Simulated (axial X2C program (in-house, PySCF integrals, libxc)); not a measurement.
# CoSi along the bond: HF, scalar-relativistic

Computed with an in-house relativistic program for diatomic molecules. Spin-free means the one-electron spin-free X2C Hamiltonian. Basis: Co dyall-cv3z [9s10p6d3f2g], Si dyall-v3z [8s7p2d1f] (cores contracted in-house); Gaussian nuclei, density fitting, unrestricted open shells. Masses: Co 58.933 u, Si 27.977 u.

State: M_S = 1/2, Λ = 3 (beyond evenly filled blocks: σα, π+β, δ+α, δ+β, δ-α). Dipoles are positive if Si is the positive end.

Results along the bond:

| R (Å) | μ (D) | HOMO (eV) | LUMO (eV) | ⟨S²⟩ |
| --- | --- | --- | --- | --- |
| 1.967 | -1.566 | -7.59 | 0.25 | 3.300 |
| 2.058 | -1.758 | -7.71 | 0.28 | 3.348 |
| 2.125 | -1.929 | -7.74 | 0.27 | 3.374 |
| 2.193 | -2.120 | -7.69 | 0.23 | 3.394 |
| 2.261 | -2.326 | -7.64 | 0.19 | 3.407 |
| 2.340 | -2.577 | -7.58 | 0.13 | 3.416 |
| 2.419 | -2.834 | -7.51 | 0.07 | 3.420 |
| 2.521 | -3.154 | -7.43 | -0.01 | 3.418 |
| 2.645 | -3.508 | -7.35 | -0.11 | 3.405 |
| 2.826 | -3.870 | -7.27 | -0.24 | 3.366 |

One determinant describes the state; a PBE0 search over occupations chose it and may have missed a lower one. Other states lie close and PBE0, whose exact exchange favours high spin, may order them wrongly; the determinant shown need not be the ground state. The nearest other spin-free determinant of the search, M_S = 3/2, Λ = 3, lies 0.05 eV up at the distance of the search. With several unpaired electrons one determinant need not be a pure state. The determinant is spin-polarised beyond a pure state at some levels (its spin-free form has ⟨S²⟩ too high), which makes Re and μ there less reliable.
